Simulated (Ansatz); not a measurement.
`c1c[se]c(-c2ccc(-c3ccc(-c4ccc[se]4)[se]3)[se]2)c1`. Charge 0, multiplicity 1. Geometry PBE-D4/def2-SVP.

Cartesian coordinates in Å:
```
C -1.567 -6.198 -2.659
C -2.945 -6.177 -2.708
Se -3.633 -4.563 -2.062
C -1.843 -4.006 -1.754
C -1.548 -2.711 -1.201
C -2.425 -1.699 -0.816
C -1.831 -0.523 -0.298
C -0.438 -0.516 -0.236
C 0.441 0.516 0.234
C 1.834 0.524 0.296
C 2.427 1.700 0.814
C 1.550 2.711 1.200
C 1.843 4.006 1.755
C 0.963 5.014 2.140
C 1.564 6.196 2.661
C 2.942 6.177 2.710
Se 3.633 4.565 2.063
Se -0.240 2.161 0.893
Se 0.243 -2.162 -0.895
C -0.964 -5.015 -2.139
H -0.980 -7.064 -2.997
H -3.619 -6.965 -3.065
H -3.516 -1.814 -0.911
H -2.427 0.340 0.036
H 2.431 -0.339 -0.040
H 3.518 1.816 0.909
H -0.128 4.897 2.046
H 0.976 7.062 2.999
H 3.614 6.967 3.069
H 0.126 -4.900 -2.046
```

Single mean-field runs in def2-SVP, def2-TZVP are fitted with def2-universal-jkfit.

Problem. Estimate the orbital energies around the gap (eV) in Ansatz with PBE-D4/def2-SVP, PBE-D4/def2-TZVP, r2SCAN-D4/def2-TZVP, PBE0-D4/def2-SVP, PBE0-D4/def2-TZVP.

Solution. 
```csv
orbital,PBE-D4/def2-SVP,PBE-D4/def2-TZVP,r2SCAN-D4/def2-TZVP,PBE0-D4/def2-SVP,PBE0-D4/def2-TZVP
HOMO−5,-6.10,-6.19,-6.44,-7.20,-7.24
HOMO−4,-6.10,-6.19,-6.43,-7.18,-7.22
HOMO−3,-5.93,-6.01,-6.26,-7.02,-7.05
HOMO−2,-5.90,-5.97,-6.21,-6.97,-6.99
HOMO−1,-5.38,-5.45,-5.63,-6.37,-6.38
HOMO,-4.52,-4.58,-4.70,-5.32,-5.32
LUMO,-2.81,-2.92,-2.91,-2.32,-2.39
LUMO+1,-1.98,-2.12,-2.04,-1.31,-1.41
LUMO+2,-1.11,-1.27,-1.13,-0.29,-0.43
LUMO+3,-1.11,-1.21,-1.02,-0.22,-0.29
LUMO+4,-1.07,-1.20,-1.00,-0.18,-0.28
LUMO+5,-0.87,-1.03,-0.83,0.04,-0.11
```
